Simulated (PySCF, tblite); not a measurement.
Compound: C7H14Si.
Numbering: `[CH:1]#[C:2][CH2:3][Si@H:4]([CH3:5])[CH:6]([CH3:7])[CH3:8]` (hydrogens: H9 on C1; H10, H11 on C3; H12 on Si4; H13, H14, H15 on C5; H16 on C6; H17, H18, H19 on C7; H20, H21, H22 on C8)

Geometry (GFN2-xTB, Å), atoms numbered from 1 in this order:
```
atom  x, y, z in Å
C1     3.0262   -1.4317   -0.0652
C2     2.3662   -0.5784   -0.5851
C3     1.5514    0.4493   -1.1836
Si4    0.1024    0.9628   -0.0325
C5     0.8336    1.7206    1.5496
C6    -0.9686   -0.5663    0.3893
C7    -1.4928   -1.2596   -0.8668
C8    -2.1353   -0.1935    1.3016
H9     3.6180   -2.1783    0.3734
H10    2.1783    1.3179   -1.3929
H11    1.1697    0.0875   -2.1397
H12   -0.7077    1.9582   -0.7627
H13    1.4965    2.5482    1.3169
H14    0.0593    2.0981    2.2096
H15    1.4117    0.9848    2.1020
H16   -0.3439   -1.2896    0.9256
H17   -0.6715   -1.6183   -1.4824
H18   -2.0967   -0.5759   -1.4602
H19   -2.1133   -2.1148   -0.6009
H20   -1.7779    0.2401    2.2323
H21   -2.7311   -1.0732    1.5429
H22   -2.7848    0.5317    0.8156
```

Level of theory: PBE0/pcSseg-1 in PySCF (dipole) on a GFN2-xTB geometry, gas phase.

Masses are those of the commonest isotopes; rigid-rotor values at the optimised geometry. The values belong to one conformer with, in the numbering `[CH:1]#[C:2][CH2:3][Si@H:4]([CH3:5])[CH:6]([CH3:7])[CH3:8]`, C2–C3–Si4–C5 63°, C3–Si4–C6–C7 -56°.

(1) What are A, B and C (MHz)?

(2) Classify the top.

(3) Is it planar, by Δ = Ic − Ia − Ib?

(4) Give the other two planar moments, Paa and Pbb, and the rms extents of the mass along the axes.

(5) Where do the levels up to J = 4 lie, in K?

(6) Which lines would a microwave search look for?

(7) Estimate the classical rotational partition function at 25 K, 50 K and 200 K.

Results:

(1) Ia = 248.40, Ib = 434.73, Ic = 535.23 u·Å²; 505379 MHz·u·Å²/I gives A = 2035, B = 1162, C = 944.2 MHz.

(2) An asymmetric top: κ = (2 × 1162 − 2035 − 944.2)/(2035 − 944.2) = -0.60.

(3) Not planar: Δ = Ic − Ia − Ib = -147.90 u·Å². For a rigid frame Δ = −2 Σ m c², so Σ m c² = 73.95 u·Å² lies off the ab plane: 22.97 from hydrogen and 50.98 from heavier atoms. The atom farthest from that plane is 1.95 Å away.

(4) Paa = Σ m a² = (Ib + Ic − Ia)/2 = 360.78 and Pbb = Σ m b² = (Ia + Ic − Ib)/2 = 174.45 u·Å². With the mass M = 126.09 u, the rms extents √(P/M) along a, b and c are 1.69, 1.18, 0.77 Å.

(5) Above 0(0,0), as E/k:
J = 1: 1(0,1) 0.101, 1(1,1) 0.143, 1(1,0) 0.153
J = 2: 2(0,2) 0.302, 2(1,2) 0.335, 2(1,1) 0.366, 2(2,1) 0.492, 2(2,0) 0.493
J = 3: 3(0,3) 0.598, 3(1,3) 0.621, 3(1,2) 0.684, 3(2,2) 0.795, 3(2,1) 0.803, 3(3,1) 1.031, 3(3,0) 1.032
J = 4: 4(0,4) 0.988, 4(1,4) 1.002, 4(1,3) 1.105, 4(2,3) 1.198, 4(2,2) 1.221, 4(3,2) 1.439, 4(3,1) 1.440, 4(4,1) 1.766, 4(4,0) 1.766
Those of J = 1 are B + C, A + C and A + B.

(6) The dipole components are |μa| = 0.53 D, |μb| = 0.27 D, |μc| = 0.01 D. Intensities carry the squares of the components, which stand as 1.00 : 0.26 : 0.00 (a : b : c). Some lines, for components of 0.1 D or more:

```json
{"type": "a", "branch": "Q", "J(Ka,Kc)": "4(2,2) ← 4(2,3)", "MHz": "488", "lower level (cm⁻¹)": "0.833"}
{"type": "b", "branch": "Q", "J(Ka,Kc)": "3(1,2) ← 3(0,3)", "MHz": "1786", "lower level (cm⁻¹)": "0.416"}
{"type": "b", "branch": "Q", "J(Ka,Kc)": "4(1,3) ← 4(0,4)", "MHz": "2451", "lower level (cm⁻¹)": "0.686"}
{"type": "a", "branch": "R", "J(Ka,Kc)": "2(1,2) ← 1(1,1)", "MHz": "3995", "lower level (cm⁻¹)": "0.099"}
{"type": "a", "branch": "R", "J(Ka,Kc)": "2(0,2) ← 1(0,1)", "MHz": "4177", "lower level (cm⁻¹)": "0.070"}
{"type": "b", "branch": "R", "J(Ka,Kc)": "3(0,3) ← 2(1,2)", "MHz": "5492", "lower level (cm⁻¹)": "0.233"}
{"type": "a", "branch": "R", "J(Ka,Kc)": "3(2,1) ← 2(2,0)", "MHz": "6458", "lower level (cm⁻¹)": "0.343"}
{"type": "b", "branch": "R", "J(Ka,Kc)": "4(1,3) ← 3(2,2)", "MHz": "6466", "lower level (cm⁻¹)": "0.553"}
{"type": "b", "branch": "Q", "J(Ka,Kc)": "4(4,0) ← 4(3,1)", "MHz": "6787", "lower level (cm⁻¹)": "1.001"}
{"type": "a", "branch": "R", "J(Ka,Kc)": "4(1,4) ← 3(1,3)", "MHz": "7928", "lower level (cm⁻¹)": "0.432"}
{"type": "a", "branch": "R", "J(Ka,Kc)": "4(0,4) ← 3(0,3)", "MHz": "8113", "lower level (cm⁻¹)": "0.416"}
{"type": "b", "branch": "R", "J(Ka,Kc)": "4(1,4) ← 3(0,3)", "MHz": "8408", "lower level (cm⁻¹)": "0.416"}
{"type": "a", "branch": "R", "J(Ka,Kc)": "4(2,2) ← 3(2,1)", "MHz": "8712", "lower level (cm⁻¹)": "0.558"}
{"type": "a", "branch": "R", "J(Ka,Kc)": "4(1,3) ← 3(1,2)", "MHz": "8779", "lower level (cm⁻¹)": "0.475"}
{"type": "b", "branch": "R", "J(Ka,Kc)": "4(3,1) ← 3(2,2)", "MHz": "13442", "lower level (cm⁻¹)": "0.553"}
```

(7) Point group C1, symmetry number σ = 1; q = (√π/σ)·√((kT/h)³/(ABC)), k/h = 20836.6 MHz/K: 14100 at 25 K, 39900 at 50 K, 319000 at 200 K.

Its GFN2-xTB frequencies are all real (lowest 21 cm⁻¹). Zero-point vibration and centrifugal distortion are left out. A rigid rotor knows nothing of internal rotation, which can split or shift real lines.
